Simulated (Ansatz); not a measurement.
CH$_{7}$FOSi$_{2}$, SMILES `C[Si](O)(F)[SiH3]`, relaxed with RKS PBE-D4/def2-SVP in the Gaussian-basis code of Ansatz from a rough embedded geometry. The force threshold is 0.03 eV/Å; the program also tests the step.

Charge 0, multiplicity 1.

Start:

```xyz
12

C     1.181    0.701   -0.909
Si   -0.462    0.330   -0.264
O    -1.425   -0.313   -1.437
F    -1.226    1.685    0.229
Si   -0.208   -1.093    1.577
H     1.823    1.260   -0.150
H     1.110    1.442   -1.751
H     1.717   -0.128   -1.232
H    -1.998    0.337   -1.966
H     0.611   -0.446    2.593
H     0.442   -2.347    1.134
H    -1.563   -1.426    2.176
```

(1) By how much does the energy fall, and how many steps does the optimiser take? (Best estimate.)

(2) Which bonds change most? (Estimate.)

(3) Give the relaxed structure. (Estimate.)

Results:

(1) Computed: 32.19 kJ/mol, in 10 steps.

(2) Computed: C1–Si2 from 1.804 to 1.876 Å; C1–H8 from 1.039 to 1.109 Å; Si5–H10 from 1.456 to 1.506 Å; O3–H9 from 1.015 to 0.974 Å.

(3) Ansatz gave: 
```xyz
12

C     1.179    0.828   -0.989
Si   -0.454    0.365   -0.190
O    -1.520   -0.353   -1.264
F    -1.112    1.774    0.364
Si   -0.290   -1.129    1.614
H     1.856    1.300   -0.248
H     1.025    1.555   -1.814
H     1.687   -0.066   -1.404
H    -1.645    0.108   -2.113
H     0.597   -0.545    2.681
H     0.322   -2.427    1.155
H    -1.644   -1.408    2.208
```
